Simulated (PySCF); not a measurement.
Several species in one continuum solvent.

All values: CAM-B3LYP/def2-SVPD (PySCF, non-relativistic), each on one gas-phase PBE0-D3(BJ)/def2-SVP geometry that isn't relaxed in the solvent. The solvent is an IEF-PCM continuum (van der Waals radii × 1.2). Specific hydrogen bonds and non-electrostatic terms are outside this model.

Problem. Order them by E(solvent) − E(gas) in dimethylsulfoxide (ε = 46.83), most negative first (kcal/mol).
A. `c1(C#N)c(C)cc(cc1)C#N`
B. `Cc1cccc(C#N)c1C#N`
C. `[CH2:1]=[CH:2][CH2:3][C:4]#[C:5]/[C:6]([C:7]#[N:8])=[CH:9]\[C:10]#[N:11]` with C1–C2–C3–C4 123°

Solution. B (-10.7), A (-10.3), C (-9.7).

| SMILES | charge | ΔE (kcal/mol) | polarisation term (kcal/mol) | HOMO shift (eV) | dipole gas (D) | dipole solvent (D) | atoms | lowest singlet, gas (eV) | lowest singlet, solvent (eV) |
| --- | --- | --- | --- | --- | --- | --- | --- | --- | --- |
| Cc1cccc(C#N)c1C#N | 0 | -10.7 | -13.9 | +0.37 | 7.43 | 10.24 | 17 | 4.84 | 4.71 |
| Cc1cc(C#N)ccc1C#N | 0 | -10.3 | -12.6 | +0.30 | 0.74 | 0.81 | 17 | 4.85 | 4.68 |
| C=CCC#C/C(C#N)=C\C#N | 0 | -9.7 | -11.7 | +0.21 | 2.28 | 2.41 | 17 | 4.34 | 4.24 |

The polarisation term is half the interaction of the solute with the induced surface charges. Singlets are vertical TDDFT energies (frozen core, non-equilibrium response), the lowest in each medium.
